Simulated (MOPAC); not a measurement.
MOPAC input (AM1):

```
AM1 FORCE THERMO(298,298) PRECISE LET CHARGE=1 GEO-OK AUX(PRECISION=9) THREADS=1
H9N2Si2

N     2.21009205 1    0.12916838 1   -0.27713387 1
Si    0.73688873 1    0.35925790 1    0.95399338 1
N    -0.49098798 1   -0.56028917 1    0.29525179 1
Si   -1.76873647 1   -0.18986627 1   -0.84508594 1
H     2.46060367 1   -0.84860904 1   -0.38720381 1
H     1.98675492 1    0.48860756 1   -1.20061354 1
H     3.03698150 1    0.62118201 1    0.04927730 1
H     0.59390975 1    1.81035827 1    0.91974786 1
H     1.34229413 1   -0.12904828 1    2.18770085 1
H    -0.55360564 1   -1.49649482 1    0.62305867 1
H    -1.15474697 1    0.20681623 1   -2.11600921 1
H    -2.60703639 1   -1.37069903 1   -1.05983501 1
H    -2.59218363 1    0.92257852 1   -0.36691641 1
```

Output:

```
 *******************************************************************************
 **                                                                           **
 **                              MOPAC v23.2.5                                **
 **                                                                           **
 *******************************************************************************
 ** MOPAC's Digital Object Identifier: https://doi.org/10.5281/zenodo.6511958 **
 **                                                                           **
 ** Please cite the open-source release paper for use of this MOPAC version:  **
 ** J. E. Moussa and J. J. P. Stewart (2026)                                  **
 ** MOPAC: An open-source semiempirical molecular orbital program             **
 ** J. Open Source Softw., 11(119), 8025, https://doi.org/10.21105/joss.08025 **
 *******************************************************************************

                              AM1 CALCULATION RESULTS

 *******************************************************************************
 *  AM1        - The AM1 Hamiltonian to be used
 *  GEO-OK     - OVERRIDE INTERATOMIC DISTANCE AND OTHER SAFETY CHECKS
 *
 *
 *
 *                 CHARGE ON SYSTEM = +1
 *
 *
 *
 *  LET        - OVERRIDE SOME SAFETY CHECKS
 *  PRECISE    - TIGHTER CRITERIA TO BE USED
 *  FORCE      - FORCE CALCULATION SPECIFIED
 *  AUX        - OUTPUT AUXILIARY INFORMATION
 *  THERMO     - THERMODYNAMIC QUANTITIES TO BE CALCULATED
 *******************************************************************************
AM1 FORCE THERMO(298,298) PRECISE LET CHARGE=1 GEO-OK AUX(PRECISION=9) THREADS=1
 H9N2Si2

   ATOM   CHEMICAL          X               Y               Z
  NUMBER   SYMBOL      (ANGSTROMS)     (ANGSTROMS)     (ANGSTROMS)

     1       N          2.21009205  *   0.12916838  *  -0.27713387  *
     2      Si          0.73688873  *   0.35925790  *   0.95399338  *
     3       N         -0.49098798  *  -0.56028917  *   0.29525179  *
     4      Si         -1.76873647  *  -0.18986627  *  -0.84508594  *
     5       H          2.46060367  *  -0.84860904  *  -0.38720381  *
     6       H          1.98675492  *   0.48860756  *  -1.20061354  *
     7       H          3.03698150  *   0.62118201  *   0.04927730  *
     8       H          0.59390975  *   1.81035827  *   0.91974786  *
     9       H          1.34229413  *  -0.12904828  *   2.18770085  *
    10       H         -0.55360564  *  -1.49649482  *   0.62305867  *
    11       H         -1.15474697  *   0.20681623  *  -2.11600921  *
    12       H         -2.60703639  *  -1.37069903  *  -1.05983501  *
    13       H         -2.59218363  *   0.92257852  *  -0.36691641  *

          CARTESIAN COORDINATES

    NO.       ATOM           X           Y           Z

     1         N          2.2101      0.1292     -0.2771
     2        Si          0.7369      0.3593      0.9540
     3         N         -0.4910     -0.5603      0.2953
     4        Si         -1.7687     -0.1899     -0.8451
     5         H          2.4606     -0.8486     -0.3872
[...]
 TRANSITION DIPOLE   0.2592         Si 2 -- H  9         +47.5% ( 69.4%)     98.7%
 TRAVEL (Ang.)       0.2427         Si 2 -- Si 4          +0.2% (  5.0%)     17.9%
 REDUCED MASS        0.5101         N  1 -- Si 2          +0.2% (  5.0%)      0.0%
 EFFECTIVE MASS      1.4136
 FORCE CONSTANT      1.5144

 VIBRATION         30   30A           ATOM PAIR      ENERGY CONTRIBUTION    RADIAL
 FREQUENCY          3299.02         N  1 -- H  7         +51.1% ( 73.7%)     97.6%
 TRANSITION DIPOLE   1.0576         N  1 -- H  6         +47.4% ( 71.0%)     97.1%
 TRAVEL (Ang.)       0.2000         N  1 -- Si 2          +0.7% (  8.9%)      0.0%
 REDUCED MASS        0.5110         N  1 -- H  5          +0.7% (  8.6%)      0.7%
 EFFECTIVE MASS      1.4873
 FORCE CONSTANT      3.2766

 VIBRATION         31   31A           ATOM PAIR      ENERGY CONTRIBUTION    RADIAL
 FREQUENCY          3302.98         N  1 -- H  5         +63.6% ( 82.1%)     99.0%
 TRANSITION DIPOLE   1.0233         N  1 -- H  6         +19.2% ( 45.2%)     87.3%
 TRAVEL (Ang.)       0.2036         N  1 -- H  7         +16.5% ( 41.8%)     85.0%
 REDUCED MASS        0.4926         N  1 -- Si 2          +0.7% (  8.8%)      0.0%
 EFFECTIVE MASS      1.4854
 FORCE CONSTANT      3.1663

 VIBRATION         32   32A           ATOM PAIR      ENERGY CONTRIBUTION    RADIAL
 FREQUENCY          3435.18         N  1 -- H  5         +35.1% ( 56.7%)     98.1%
 TRANSITION DIPOLE   0.8104         N  1 -- H  6         +32.5% ( 54.5%)     97.9%
 TRAVEL (Ang.)       0.2461         N  1 -- H  7         +31.4% ( 53.6%)     97.7%
 REDUCED MASS        0.3240         N  3 -- H 10          +0.9% (  9.0%)     99.9%
 EFFECTIVE MASS      1.1123
 FORCE CONSTANT      2.2528

 VIBRATION         33   33A           ATOM PAIR      ENERGY CONTRIBUTION    RADIAL
 FREQUENCY          3460.91         N  3 -- H 10         +98.2% ( 99.6%)    100.0%
 TRANSITION DIPOLE   0.9571         N  3 -- Si 4          +0.5% (  7.4%)     12.0%
 TRAVEL (Ang.)       0.1451         Si 2 -- N  3          +0.5% (  7.3%)     18.4%
 REDUCED MASS        0.9255         N  1 -- H  5          +0.3% (  5.5%)     98.5%
 EFFECTIVE MASS      1.3855
 FORCE CONSTANT      6.5317

      SYMMETRY NUMBER FOR POINT-GROUP C1  =  1

          SYSTEM IS A GROUND STATE

 H9N2Si2

          MOLECULE IS NOT LINEAR

          THERE ARE 33 GENUINE VIBRATIONS IN THIS SYSTEM
          THIS THERMODYNAMICS CALCULATION IS LIMITED TO
          MOLECULES WHICH HAVE NO INTERNAL ROTATIONS

                    CALCULATED THERMODYNAMIC PROPERTIES
                                          *
   TEMP. (K)   PARTITION FUNCTION   H.O.F.    ENTHALPY  HEAT CAPACITY ENTROPY
                                   KCAL/MOL   CAL/MOLE    CAL/K/MOL  CAL/K/MOL

 298.00  VIB.     0.1823D+03                  3146.3164    21.1531    20.9026
         ROT.     0.1512D+06                   888.2803     2.9808    26.6815
         INT.     0.2757D+08                  4034.5967    24.1339    47.5841
         TRA.     0.8706D+27                  1480.4672     4.9680    39.5076
         TOT.                       94.996    5515.0639    29.1019    87.0917

   *: NOTE: HEATS OF FORMATION ARE RELATIVE TO THE
            ELEMENTS IN THEIR STANDARD STATE AT 298K
              (=  Standard Enthalpy of Formation).

            Hvib:  Zero-point energy is not included.
                   frequencies of less than zero cm-1 are not included.
            Hrot = (3/2)RT
            Htra = (3/2)RT + pV = (5/2)RT

            Heat capacity is Cp, not Cv

          For more information, see: HTTP://OpenMOPAC.net/Manual/thermochemistry.html

           FORCE CONSTANT IN CARTESIAN COORDINATES (Millidynes/A)

    ATOM   CHEMICAL       X               Y               Z
   NUMBER   SYMBOL  FORCE CONSTANT  FORCE CONSTANT  FORCE CONSTANT

      1       N        5.740704        9.285609        9.152147
      2      Si        2.371206        7.246308        4.940631
      3       N        2.312014        8.439840        8.096163
      4      Si        4.321045        4.574311        4.921782
      5       H        1.499335        2.281240        4.271111
      6       H        1.492627        1.935708        4.608451
      7       H        1.443756        5.618185        0.957518
      8       H        0.371058        1.036069        2.043368
      9       H        0.373432        0.991171        2.072315
     10       H        0.409976        1.901352        5.596330
     11       H        2.081612        0.289574        1.050426
     12       H        0.388952        2.351284        0.649600
     13       H        1.620136        0.529123        1.249148

 **********************
 *                    *
 * JOB ENDED NORMALLY *
 *                    *
 **********************

 == MOPAC DONE ==
```

The dipole moment of an ion depends on the origin.
